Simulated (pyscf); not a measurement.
H₂C=SiH₂ → H₃C–SiH: [singlet] (hydrogen shift; singlet surface; H–Si broken, C–H formed). Optimised with ωB97X-D3(BJ)/def2-SVP in PySCF. Correlated levels are frozen-core, on RHF or UHF. ΔMP2 is the change of the MP2 total energy from the triple- to the quadruple-zeta basis. Energies in kJ/mol from the reactant's lowest minimum found.

```tsv
level	barrier	reaction energy
ωB97X-D3(BJ)/def2-TZVP	168.6	+6.4
B3LYP-D3(BJ)/def2-TZVP	156.3	+10.6
PBE0-D3(BJ)/def2-TZVP	155.2	+8.1
ωB97M-D3(BJ)/def2-TZVP	159.9	-0.1
HF/def2-TZVP	?	-7.2
CCSD(T)/def2-TZVPP	161.5	+9.6
CCSD(T)/def2-TZVPP + ΔMP2(QZVPP)	?	?
```

### Question
What belongs in the gaps?

### Answer

- HF/def2-TZVP, barrier: 188.6
- CCSD(T)/def2-TZVPP + ΔMP2(QZVPP), barrier: 162.1
- CCSD(T)/def2-TZVPP + ΔMP2(QZVPP), reaction energy: +11.3

One saddle was located; it need not be the lowest between these sides. The CCSD(T) − MP2 part came from Ansatz, without density fitting, on the same reference. The largest closed-shell T1 diagnostic is 0.037, which may signal static correlation.
